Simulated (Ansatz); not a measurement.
Reaction (redistribution): `[OH][SbH][SiH2][SeH]` + `[CH3][AlH][SiH3]` → `[CH3][AlH][SiH2][SeH]` + `[OH][SbH][SiH3]`

Computed with Ansatz on PBE0-D4/def2-TZVP structures; ΔE is electronic, products minus reactants. CCSD(T)/CBS is the MP2 limit (def2-TZVPP, def2-QZVPP) plus CCSD(T) − MP2 in def2-TZVPP, frozen cores. DFT in def2-TZVPP. B3LYP here is the variant with VWN-RPA as its local correlation; programs differ in this. Elements past krypton have def2 core potentials. For Sb, Se outer-core shells are correlated without core-valence functions, which leaves a few kJ/mol of doubt a bond. Scalar relativity is left out up to krypton. One conformer a species, not always the lowest.

| level | ΔE (kJ/mol) | difference from CCSD(T)/CBS |
| --- | --- | --- |
| BLYP-D4 | 9.7 | 2.9 |
| r2SCAN-D4 | 8.1 | 1.3 |
| B3LYP-D4 | 7.8 | 1.0 |
| r2SCAN0-D4 | 6.7 | -0.1 |
| CAM-B3LYP-D4 | 6.5 | -0.3 |
| ωB97X-V | 4.8 | -2.0 |
| r2SCANh | 6.8 | 0.0 |
| BHLYP | 0.9 | -5.9 |
| CAM-B3LYP | 3.4 | -3.4 |
| LC-ωPBE | 3.2 | -3.6 |
| CCSD/def2-SVP | 8.3 | 1.5 |
| HF/def2-TZVPP | -7.8 | -14.6 |
| MP2/def2-TZVPP | 9.1 | 2.3 |
| CCSD(T)/def2-TZVPP | 6.5 | -0.3 |
| HF/def2-QZVPP | -9.0 | -15.8 |
| MP2/CBS(def2) | 9.4 | 2.6 |
| CCSD(T)/CBS | 6.8 | 0 |

Largest T1 diagnostic among the species: 0.014.

The D4 term adds +5.4 kJ/mol with B3LYP and +2.9 kJ/mol with PBE0; it sums over pairs of atoms, weighted by their polarisabilities, and B3LYP, whose exchange is more repulsive, gets the larger term. Leaving LDA and LC-ωPBE aside and taking each functional with its dispersion term where it has one, the values, not all of them listed here, spread over 5.7 kJ/mol, from ωB97X-V to PBE-D4. LDA lies +9.7 kJ/mol from PBE without D4.

CCSD(T)/CBS has its own doubt, a few kJ/mol and more with outer-core shells, so smaller differences from it don't rank the levels.
